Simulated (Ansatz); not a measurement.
Program: Ansatz. Geometries: PBE0-D4/def2-TZVP. ΔE: electronic, gas phase. CCSD(T)/CBS is the MP2 limit (def2-TZVPP, def2-QZVPP) plus CCSD(T) − MP2 in def2-TZVPP, frozen cores. DFT in def2-TZVPP. B3LYP here is the variant with VWN-RPA as its local correlation; programs differ in this. For Zn outer-core shells are correlated without core-valence functions, which leaves a few kJ/mol of doubt a bond. Scalar relativity is left out up to krypton. Each species was taken in one conformer, which may not be the lowest.

Consider the redistribution: `F[CH2][ZnH]` + `O[SiH2][NH][AlH2]` → `O[SiH2][NH][ZnH]` + `F[CH2][AlH2]`.

| level | ΔE (kJ/mol) | difference from CCSD(T)/CBS |
| --- | --- | --- |
| B3LYP-D4 | 54.3 | 5.7 |
| ωB97M-V | 50.7 | 2.1 |
| PBE0 | 50.7 | 2.1 |
| HF/def2-TZVPP | 49.2 | 0.6 |
| CCSD/def2-TZVPP | 50.0 | 1.4 |
| CCSD(T)/def2-TZVPP | 50.1 | 1.5 |
| HF/def2-QZVPP | 48.6 | 0.0 |
| SCS-MP2/def2-QZVPP | 50.3 | 1.7 |
| HF/CBS(def2) | 48.5 | -0.1 |
| CCSD/CBS(def2) | 48.5 | -0.1 |
| CCSD(T)/CBS | 48.6 | 0 |

Largest T1 diagnostic among the species: 0.014.
